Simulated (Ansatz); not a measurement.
Reaction (formal exchange of groups at the Se–Si bond): `C=C[Se][Si](F)(F)F` + propene → `C=CC[Se]C=C` + `F[SiH](F)F`

Computed with Ansatz on PBE0-D4/def2-TZVP structures; ΔE is electronic, products minus reactants. CCSD(T)/CBS adds triple-zeta CCSD(T) − MP2 to the extrapolated MP2 energy (def2 sets, frozen cores). For Se outer-core shells are correlated without core-valence functions, which leaves a few kJ/mol of doubt a bond. Scalar relativity is left out up to krypton. Each species was taken in one conformer, which may not be the lowest.

```json
{"species": "`C=C[Se][Si](F)(F)F`", "HF/CBS(def2) energy (Eh)": "-3065.05843"}
{"species": "`C=CC`", "HF/CBS(def2) energy (Eh)": "-117.12623"}
{"species": "`C=CC[Se]C=C`", "HF/CBS(def2) energy (Eh)": "-2593.92115"}
{"species": "`F[SiH](F)F`", "HF/CBS(def2) energy (Eh)": "-588.22817"}
```

Q: Work out ΔE.

A: ΔE = (-2593.92115) + (-588.22817) − (-3065.05843) − (-117.12623) = 0.03534 Eh = +22.2 kcal/mol. CCSD(T)/CBS gives +20.0 kcal/mol.

Largest T1 diagnostic among the species: 0.012.

From PBE to PBE0 (25 % exact exchange), in def2-TZVPP and without D4, ΔE moves by +1.0 kcal/mol. In def2-TZVPP, CCSD(T) changes the Hartree–Fock value by −3.6 kcal/mol (the triples alone add −0.7 kcal/mol) and MP2 by −4.4 kcal/mol.
